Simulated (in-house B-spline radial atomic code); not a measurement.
The outermost shell (largest non-relativistic mean radius) with and without relativity; Dirac values are averaged over j. Computed with a B-spline radial code for spherical atoms: non-relativistic Hartree-Fock and Dirac-Hartree-Fock, averages of the configuration (point nuclei without relativity, finite nuclei with it).

```
ion      configuration  outermost shell  radius non-relativistic (bohr)  radius Dirac (bohr)  radius change (%)  level non-relativistic (eV)  level Dirac (eV)  spin-orbit splitting (eV)
Sb+  [Kr] 4d10 5s2 5p2               5p                          2.7246               2.6974           -0.99836                      -15.680           -15.716                    0.72247
Te+  [Kr] 4d10 5s2 5p3               5p                          2.5259                  2.5            -1.0252                      -17.558            -17.61                    0.95239
 I+  [Kr] 4d10 5s2 5p4               5p                          2.3614               2.3364            -1.0555                      -19.461           -19.529                     1.2136
Xe+  [Kr] 4d10 5s2 5p5               5p                          2.2217               2.1975             -1.089                      -21.395           -21.484                     1.5081
Cs+  [Kr] 4d10 5s2 5p6                ?                               ?                    ?                  ?                            ?                 ?                          ?
Ba+           [Xe] 6s1               6s                          4.6929                4.539            -3.2785                       -9.082           -9.3925                          -
La+           [Xe] 5d2                ?                               ?                    ?                  ?                            ?                 ?                          ?
Ce+       [Xe] 4f1 5d2               5d                          2.7888               2.8734             3.0326                      -10.688            -10.27                    0.13596
```

(1) Fill in the row of Cs+.

(2) Fill in the row of La+.

(3) Which member changes most?

Results:

(1) outermost shell: 5p; radius non-relativistic (bohr): 2.1016; radius Dirac (bohr): 2.0779; radius change (%): -1.1251; level non-relativistic (eV): -23.368; level Dirac (eV): -23.48; spin-orbit splitting (eV): 1.8384.

(2) outermost shell: 5d; radius non-relativistic (bohr): 2.8319; radius Dirac (bohr): 2.9205; radius change (%): 3.129; level non-relativistic (eV): -10.618; level Dirac (eV): -10.194; spin-orbit splitting (eV): 0.12701.

(3) Barium (Ba+): its 6s shell contracts by 3.3 %.
